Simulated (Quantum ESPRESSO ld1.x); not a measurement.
Problem. Si VI, configuration [He] 2s2 2p5. Calculated with ld1.x of Quantum ESPRESSO 7.5: scalar-relativistic Kohn-Sham, BLYP, spin-unpolarised, spherical densities, point nucleus. Some entries of the table are withheld. Estimate them.

orbital  occ.  eigenvalue (hartree)  r(max) (bohr)
1s          2              -69.5701          0.073
2s          2               -8.4684            (1)
2p          5                   (2)          0.374
3s          0               -2.5803           1.45
3p          0                   (3)            (4)
3d          0               -1.7098           1.49

Solution. 
(1) 2s r(max) (bohr): 0.446
(2) 2p eigenvalue (hartree): -6.9139
(3) 3p eigenvalue (hartree): -2.2049
(4) 3p r(max) (bohr): 1.52
